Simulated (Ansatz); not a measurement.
**Ligand exchange: InH3 + C2H3I → InH2I + C2H4**

Gas-phase species: InH3 `[InH3]`, singlet; C2H3I (vinyl iodide) `C=CI`, singlet; InH2I `[InH2][I]`, singlet; C2H4 (ethylene) `C=C`, singlet. The partners trade H for I: In–H and C–I bonds give way to In–I and C–H.

Shapes, held fixed at every level: PBE0-D4/def2-TZVP. Programs: Ansatz 0.2.0. The zero-point and thermal change to 298 K, harmonic and unscaled (PBE0-D4/def2-TZVP), is +13.4 kJ/mol.

| level | kind | ΔH(298 K) (kJ/mol) | less CCSD(T)/def2-TZVPP |
| --- | --- | --- | --- |
| r2SCAN-D4/def2-TZVPP | meta-GGA | -189.4 | -4.9 |
| BHLYP-D4/def2-TZVPP | global hybrid | -200.8 | -16.3 |
| r2SCAN0-D4/def2-TZVPP | global hybrid | -196.1 | -11.6 |
| CCSD(T)/def2-SVP | coupled cluster or CI | -199.2 | -14.7 |
| CCSD/def2-SVP | coupled cluster or CI | -203.1 | -18.6 |
| CCSD/def2-TZVPP | coupled cluster or CI | -188.7 | -4.2 |
| CCSD(T)/def2-TZVPP | coupled cluster or CI | -184.5 | 0.0 |

The highest level, CCSD(T)/def2-TZVPP, gives ΔH(298 K) = -184.5 kJ/mol; the levels span -203.1 to -184.5. The column of differences is taken from that level and isn't an error. No measured value is set beside it here. For atoms past krypton def2 sets carry core potentials with scalar relativity. Outer-core shells of I, In are correlated, in sets that cover them unevenly. CCSD(T)/def2-TZVPP lies outside the range of the other correlated levels here, so it shouldn't be taken on trust.
